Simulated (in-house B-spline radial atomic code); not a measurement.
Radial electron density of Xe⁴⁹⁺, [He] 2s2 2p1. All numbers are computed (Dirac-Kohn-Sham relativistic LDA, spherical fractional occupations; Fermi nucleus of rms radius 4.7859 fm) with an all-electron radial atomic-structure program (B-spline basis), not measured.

Columns: r (bohr), 4πr²n(r) (electrons per bohr), bar.

```
0.000775    1.324 #
0.000898    1.714 #
 0.00104    2.211 #
 0.00121    2.868 ##
  0.0014    3.674 ##
 0.00162    4.692 ###
 0.00188    5.998 ####
 0.00218    7.623 #####
 0.00252     9.59 ######
 0.00292    12.04 ########
 0.00339    15.05 ##########
 0.00393    18.63 ############
 0.00455     22.8 ###############
 0.00527    27.62 ##################
 0.00611    33.08 ######################
 0.00708    39.02 ##########################
 0.00821    45.29 ##############################
 0.00951    51.49 ##################################
   0.011    57.18 ######################################
  0.0128    62.05 #########################################
  0.0148     65.1 ###########################################
  0.0172    65.98 ############################################
  0.0199    64.22 ###########################################
  0.0231    59.67 ########################################
  0.0267    52.97 ###################################
   0.031    44.65 ##############################
  0.0359    36.45 ########################
  0.0416    29.74 ####################
  0.0482    25.79 #################
  0.0559       25 #################
  0.0648     26.7 ##################
  0.0751    29.17 ###################
   0.087    30.34 ####################
   0.101    28.64 ###################
   0.117    23.89 ################
   0.135    17.43 ############
   0.157    10.55 #######
   0.182    5.332 ####
   0.211    2.171 #
   0.244   0.7055 
   0.283    0.169 
   0.328  0.02946 
   0.381 0.003412
```

On this grid the curve has 2 maxima, near 0.0172, 0.087 bohr.

The 2s1/2 radial function P(r) = rR(r), positive near the nucleus, with its small component Q(r) (sign convention: Q ≈ (P' + κP/r)/2c):

```json
{"r (bohr)": "0.00037", "P": "0.1421", "Q": "-0.02855"}
{"r (bohr)": "0.000498", "P": "0.1855", "Q": "-0.03775"}
{"r (bohr)": "0.000668", "P": "0.2408", "Q": "-0.04943"}
{"r (bohr)": "0.000898", "P": "0.312", "Q": "-0.0645"}
{"r (bohr)": "0.00121", "P": "0.4031", "Q": "-0.0839"}
{"r (bohr)": "0.00162", "P": "0.5149", "Q": "-0.1079"}
{"r (bohr)": "0.00218", "P": "0.6548", "Q": "-0.1385"}
{"r (bohr)": "0.00292", "P": "0.8201", "Q": "-0.1756"}
{"r (bohr)": "0.00393", "P": "1.015", "Q": "-0.2208"}
{"r (bohr)": "0.00527", "P": "1.225", "Q": "-0.2727"}
{"r (bohr)": "0.00708", "P": "1.434", "Q": "-0.3303"}
{"r (bohr)": "0.00951", "P": "1.605", "Q": "-0.3889"}
{"r (bohr)": "0.0128", "P": "1.675", "Q": "-0.4406"}
{"r (bohr)": "0.0172", "P": "1.558", "Q": "-0.4721"}
{"r (bohr)": "0.0231", "P": "1.155", "Q": "-0.4674"}
{"r (bohr)": "0.031", "P": "0.3926", "Q": "-0.4108"}
{"r (bohr)": "0.0416", "P": "-0.7079", "Q": "-0.2951"}
{"r (bohr)": "0.0559", "P": "-1.952", "Q": "-0.1334"}
{"r (bohr)": "0.0751", "P": "-2.923", "Q": "0.03131"}
{"r (bohr)": "0.101", "P": "-3.164", "Q": "0.1408"}
{"r (bohr)": "0.135", "P": "-2.541", "Q": "0.158"}
{"r (bohr)": "0.182", "P": "-1.422", "Q": "0.1039"}
{"r (bohr)": "0.244", "P": "-0.5183", "Q": "0.04139"}
{"r (bohr)": "0.328", "P": "-0.1054", "Q": "0.008897"}
```
